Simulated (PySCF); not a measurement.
## Electron correlation in P⁺ (phosphorus, charge +1)

[Ne] 3s1 3p3, high-spin 5S determinant (an excited configuration). Calculation: PySCF 2.14, in aug-cc-pV(D+d)Z; no relativity, point nucleus. Frozen: [Ne]; 4 electrons correlated.

MP2 pair energies summed by pair of shells (mhartree):

```tsv
pair	energy	share (%)
3p-3p	-16.58	89.9
3s-3p	-1.86	10.1
```

Total MP2 correlation energy: -18.44 mhartree.

Same-spin part -18.44 and opposite-spin part 0.00 mhartree; SCS-MP2 scales them by 1/3 and 6/5 to -6.15 mhartree.
